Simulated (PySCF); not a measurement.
Method: PBE-D3(BJ)/def2-TZVP // BP86-D3(BJ)/def2-SVP in PySCF. All species are isolated molecules in the gas phase. One relaxed conformer stands for a flexible species; it need not be the lowest. 

Reference species: [Ta(OH)5] (neutral, multiplicity 1).

```
Property                                                         Value
------------------------------------------------------------  --------
mean distance from the central atom to its bonded neighbours   1.940 Å
HOMO                                                          -6.91 eV
```

Changed species: [Ta(OH)3(NH2)2] (2 of 5 OH replaced by NH2; the reference has 0 of 5 OH replaced by NH2).

Question: What does the change do to the mean distance from the central atom to its bonded neighbours and HOMO?

Answer: the mean distance from the central atom to its bonded neighbours rises by 0.030 Å, to 1.970 Å; the HOMO goes up by 1.45 eV, to -5.46 eV.
